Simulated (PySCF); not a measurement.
SMILES Cl[SiH][Si](Cl)(Cl)Cl (HCl4Si2), doublet (PBE0/def2-SVP optimised geometry):

```
7

Cl    -0.903    -1.367    -3.583
Si    -1.503    -2.225    -1.798
Si    -0.703    -0.976     0.000
Cl    -1.349     0.976     0.000
Cl     1.349    -0.976     0.000
Cl    -1.380    -1.894     1.713
H     -2.994    -2.332    -1.783
```

Level of theory: unrestricted PBE0/def2-TZVP (PySCF 2.14.0).

Task: What are the frontier orbital energies (α orbitals alone; a β orbital can be the lowest empty one) and the dipole moment?

Result: HOMO-2 -9.40 eV, HOMO-1 -8.85 eV, HOMO -6.85 eV, LUMO -1.30 eV, LUMO+1 -0.69 eV; dipole moment 1.18 D.

On the same geometry unrestricted PBE/def2-TZVP run with PySCF gives HOMO-2 -7.97 eV, HOMO-1 -7.57 eV, HOMO -5.71 eV, LUMO -2.13 eV, LUMO+1 -1.61 eV; dipole moment 1.05 D.

Meta-Löwdin charges at PBE0/def2-TZVP: Cl1 -0.25, Si2 0.32, Si3 0.76, Cl4 -0.26, Cl5 -0.26, Cl6 -0.26, H7 -0.05.
